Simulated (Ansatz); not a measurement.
Frontier orbitals of C3H6SSi (`[SiH3]C1C=CS1`).

```xyz
11

Si    1.0954   -1.2083   -0.2033
C    -0.0826    0.1750   -0.6957
C    -1.2380    0.3725    0.2341
C    -0.8781    1.5331    0.7948
S     0.5984    1.7938   -0.1207
H     2.3619   -1.0971   -0.9736
H     1.3596   -1.1079    1.2522
H     0.4719   -2.5258   -0.5108
H    -0.3130    0.1865   -1.7638
H    -2.0857   -0.2772    0.4100
H    -1.2898    2.1556    1.5768
```

Charge 0, multiplicity 1. The geometry is a stationary point of PBE0-D4/def2-TZVP. Basis def2-TZVPP, Ansatz.

Orbital energies of one run (eV). Highest occupied ones, from the top: -9.02, -10.87, -11.67, -12.30, -12.62, -12.81, -14.67, -15.06, -17.05, -17.70, -18.77, -22.36, -22.51, -28.15. Empty: 2.02, 2.18, 3.08, 3.52, 3.55, 4.10.

Q: Which functional gave them?
A. ωB97X-V
B. HSE06 (plane-wave form)
C. CAM-B3LYP
D. LC-ωPBE

A: D. HOMO energies: LC-ωPBE -9.02, ωB97X-V -8.66, HSE06 -6.01, CAM-B3LYP -7.66 eV.

LC-ωPBE has ω = 0.4 bohr⁻¹.
